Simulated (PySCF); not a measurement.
PySCF 2.14 output of an unrestricted LDA calculation on a single atom or ion in aug-cc-pCVTZ-DK with one added diffuse shell each of s, p, d, f type (8s7p5d3f, 75 functions), with the spin-free X2C one-electron Hamiltonian (Gaussian nucleus):

```
SCF conv_tol = 1e-09
number electrons alpha = 4  beta = 1
    P. A. M. Dirac.,  Math. Proc. Cambridge Philos. Soc. 26, 376 (1930)
    F. Bloch.,  Z. Phys. 57, 545 (1929)
    S. H. Vosko, L. Wilk, and M. Nusair.,  Can. J. Phys. 58, 1200 (1980)
cycle= 1 E= -24.2404206631792  delta_E= -0.00573  |g|= 0.0247  |ddm|= 0.277
cycle= 2 E= -24.2404664995885  delta_E= -4.58e-05  |g|= 0.00545  |ddm|= 0.0527
cycle= 3 E= -24.2404785748556  delta_E= -1.21e-05  |g|= 0.00138  |ddm|= 0.0267
cycle= 4 E= -24.2404804333342  delta_E= -1.86e-06  |g|= 2.58e-05  |ddm|= 0.00756
cycle= 5 E= -24.24048043406  delta_E= -7.26e-10  |g|= 6.3e-07  |ddm|= 0.00014
converged SCF energy = -24.24048043406  <S^2> = 3.7500142  2S+1 = 4.0000071
```

The run itself started from symmetry-adapted Hartree-Fock orbitals and held the occupation by maximum overlap, on a logarithmic radial grid, so the iterations belong to that start.

Q: Which element, charge and spin multiplicity is this?

A: B (boron, neutral), multiplicity 4; the state was [He] 2s1 2p2, high-spin 4P determinant (an excited configuration).
